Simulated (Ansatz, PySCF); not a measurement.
The pair A = HCl (SMILES Cl) (first 2 atoms), B = C3H6 (SMILES C=CC); geometry from B3LYP-D3(BJ)/def2-TZVP.
(charge 0, multiplicity 1):
```xyz
11

Cl     0.2408     0.2111     0.5384
H      0.5492     0.0915     1.7929
C      1.1270    -0.5192     3.9529
C      0.2181     0.4404     4.1068
C     -1.2614     0.2336     4.1087
H      0.8386    -1.5570     3.8274
H      2.1875    -0.3028     3.9625
H      0.5584     1.4648     4.2346
H     -1.7335     0.8074     3.3065
H     -1.5200    -0.8174     3.9765
H     -1.6993     0.5835     5.0474
```

Cores are frozen in the correlated methods. CBS: X⁻³ extrapolation of the correlation energy, Hartree–Fock from the larger set. MP2 and its Hartree–Fock in aug-cc-pV(T+d)Z are density fitted.

The values were computed with Ansatz (an electronic-structure program); PySCF for the dispersion terms. 

The monomers are drawn apart, rigid, along the line of their centres of mass. Counterpoise-corrected interaction energies (kcal/mol):

```
level                                                                 R = 4.424 Å  R = 5.351 Å
--------------------------------------------------------------------  -----------  -----------
PBE/def2-TZVPPD                                                           -1.7772      -0.6519
PBE-D3(BJ)/def2-TZVPPD                                                    -2.3971      -0.8753
wB97M-V/def2-TZVPPD                                                       -2.0351      -0.7880
MP2/CBS(aug-cc-pV(D+d)Z, aug-cc-pV(T+d)Z) + ΔCCSD(T)/aug-cc-pV(D+d)Z      -1.9914      -0.7572
```

R is the distance of the centres of mass. Find the local exponent m of E ∝ R⁻ᵐ between the two points.


m = ln(E₁/E₂)/ln(R₂/R₁): PBE/def2-TZVPPD 5.3; PBE-D3(BJ)/def2-TZVPPD 5.3; wB97M-V/def2-TZVPPD 5.0; MP2/CBS(aug-cc-pV(D+d)Z, aug-cc-pV(T+d)Z) + ΔCCSD(T)/aug-cc-pV(D+d)Z 5.1. For scale, two fixed dipoles give m = 3, dipole and quadrupole 4, quadrupoles 5, and dispersion or dipole-induced dipole 6 at long range; at these distances several terms mix, and what is left of overlap and damping shifts m, so it need not match one of them.
